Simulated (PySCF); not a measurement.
Si(F)3(NCO) (CF3NOSi), SMILES O=C=N[Si](F)(F)F. Atoms are numbered in the order given.

```xyz
7

O      0.0000     0.0000     3.3222
C      0.0000     0.0000     2.1467
N      0.0000     0.0000     0.9348
Si     0.0000     0.0000    -0.7510
F      1.3041    -0.7529    -1.3143
F     -1.3041    -0.7529    -1.3143
F      0.0000     1.5058    -1.3143
```
Charge 0, spin multiplicity 1.

Geometry optimised at PBE-D3(BJ)/def2-SVP. The values are those of a single conformer.

These are PBE-D3(BJ)/def2-SVP in PySCF values and carry that method's errors.

Frequencies are harmonic and unscaled.

Modes within 1.5 cm⁻¹ of each other (mostly degenerate sets) share a row, with their intensities summed.

Computed vibrational spectrum:
```csv
mode,ν (cm⁻¹),IR (km/mol),moving atoms (share of kinetic energy)
1–2,45,0.1,"F 35 %, N 34 %, O 29 %"
3–4,240,0.0,"F 73 %, N 24 %"
5,319,44.7,"F 61 %, O 14 %, C 9 %, N 9 %"
6–7,348,73.7,"F 60 %, Si 22 %, N 16 %"
8–9,585,57.2,"C 72 %, O 15 %, N 12 %"
10,603,86.9,"F 40 %, Si 27 %, O 20 %, C 9 %"
11,857,275.6,"F 54 %, Si 41 %"
12–13,985,357.1,"Si 50 %, F 50 %"
14,1521,78.3,"N 58 %, O 37 %"
15,2429,1191.7,"C 69 %, N 19 %, O 12 %"
```
